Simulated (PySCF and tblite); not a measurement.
The numbers below are computed, except where a source is named.
System: C6H12FN, numbered as in [CH3:1][C@@H:2]1[CH2:3][CH2:4][C@@H:5]([F:6])[CH2:7][NH:8]1.

Motion: pyramidal inversion at N8. GFN2-xTB gives an electronic barrier of 6.2 kcal/mol and a reaction energy of 1.2 kcal/mol.

B3LYP/pcSseg-1 + D3(BJ) on GFN2-xTB geometries gives 3.6 kcal/mol and k(298 K) = 1×10¹¹ s⁻¹.

What does B3LYP/pcSseg-1 + D3(BJ), IEF-PCM chloroform give on GFN2-xTB geometries?

A barrier of 4.7 kcal/mol, 1.1 above the first DFT barrier (from unrounded values), a reaction energy of -0.5 kcal/mol and, with GFN2-xTB thermal terms, ΔG‡(298 K) = 3.5 kcal/mol and k = 1.6×10¹⁰ s⁻¹ (1 equivalent path).

Programs: tblite and PySCF.
